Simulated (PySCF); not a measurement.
**MH₅ across the fourth-period p block**

Level: PBE0, basis family def2-TZVP, no relativity.

Each entry is the lowest minimum that a search over a few typed start shapes (and spin states, where more than one is plausible) found, or that minimum re-optimised at the stated level; isomers with ligand–ligand bonds, or fragments after loss of a ligand pair, can lie lower. Open shells are unrestricted; no spin–orbit coupling; PySCF with density fitting.

| molecule | 2S+1 | point group | mean bond to the central atom (Å) | distinct angles (°) | atomisation (kJ/mol) | highest ω (cm⁻¹) | dipole (D) |
| --- | --- | --- | --- | --- | --- | --- | --- |
| AsH₅ | 1 | D3h | 1.559 | 90/120/180 | 1119 | 2146 | 0.00 |
| SeH₅ | 2 | C4v | 1.597 | 88/90/176 | 862 | 2368 | 0.48 |
| BrH₅ | 1 | C4v | 1.635 | 84/89/168 | 448 | 2424 | 0.59 |

Left out of the table are members whose search was unfinished or whose lowest solution was spin-contaminated, unstable, very soft or bonded differently.
